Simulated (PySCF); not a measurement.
Work out the structure from these simulated measurements.

Formula: C5H3O2S; charge -1.

- UV, first state: lowest singlet excitation: 4.50 eV (276 nm, f = 0.000) [TDDFT wB97X-D/def2-SVPD]
- Polarisability: 88.8 au [wB97X-D/def2-SVPD]
- Rotational structure: rotational constants A, B, C: 3.820, 1.467, 1.060 GHz [GFN2-xTB]
- 1H NMR: chemical shifts (computed TMS as zero) by class: 7.03 (1 H), 6.62 (1 H), 6.33 (1 H) ppm [GIAO PBE0/pcSseg-1]
- UV, strongest line: among the 8 lowest singlet transitions: S4 at 5.44 eV (228 nm, f = 0.150) [TDDFT wB97X-D/def2-SVPD]
- NMR, other nuclei: isotropic shieldings of nuclei other than C and H, by class: 11 (2 O), 276 (1 S) ppm [GIAO PBE0/pcSseg-1]
- Triplet: lowest triplet excitation (Tamm–Dancoff): 3.68 eV [TDA wB97X-D/def2-SVPD]
- 13C NMR: chemical shifts (computed TMS as zero) by class: 175.8 (1 C), 162.4 (1 C), 127.2 (1 C), 127.1 (1 C), 124.9 (1 C) ppm [GIAO PBE0/pcSseg-1]

Gas-phase values; electronic properties from PySCF, density fitting. Levels stand in brackets. Isolated species at its GFN2-xTB geometry, gas phase. No diffuse functions stand in pcSseg-1, which bears on an anion's orbital energies. Each NMR value is the plain mean over a class of atoms that symmetry, rotation or inversion makes alike.

Question: What is the compound? Reason from the data.

Answer: Numbering: `[O:1]=[C:2]([O-:3])[c:4]1[cH:5][cH:6][cH:7][s:8]1`. 5 carbons fall into 5 classes; from least to most shielded: substituted aromatic carbon [C4] (175.8 ppm), carboxylate carbon [C2] (162.4 ppm), aromatic CH next to a ring sulfur [C7] (127.2 ppm), aromatic CH carbon [C6] (127.1 ppm), aromatic CH carbon [C5] (124.9 ppm). Hydrogen classes from least to most shielded: 1 H on an aromatic CH carbon, C5 (7.03 ppm), 1 H on an aromatic CH carbon, C6 (6.62 ppm), 1 H on an aromatic CH next to a ring sulfur, C7 (6.33 ppm). The other shieldings belong to: 11 ppm, carboxylate oxygen [O1/O3]; 276 ppm, thiophene-type sulfur [S8]. The optimised geometry has point group Cs and is an asymmetric top. Structure: `O=C([O-])c1cccs1`. The assignments are read from this structure; whether some other isomer fits the data as well wasn't checked.

Conformer computed: `[O:1]=[C:2]([O-:3])[c:4]1[cH:5][cH:6][cH:7][s:8]1`: O1–C2–C4–C5 0°.
